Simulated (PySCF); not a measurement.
A structure optimised at r2SCAN-D4/def2-SVP, used in a PySCF frequency run:

```
Si
F 1 1.6193
F 1 1.6193 2 107.39
H 1 1.4841 2 108.64 3 117.33
Si 1 2.3421 4 116.26 2 -121.74
F 5 1.6193 1 107.79 4 -57.82
F 5 1.6193 6 107.39 1 -115.90
H 5 1.4841 6 108.64 7 -117.33
```
Charge 0, spin multiplicity 1.

Problem. Write its SMILES, formula and point group.

Solution. F[SiH](F)[SiH](F)F, F4H2Si2, C2h

Problem. What are its rotational constants (standard atomic weights)?

Solution. 3.4007, 1.4461, 1.0994 GHz
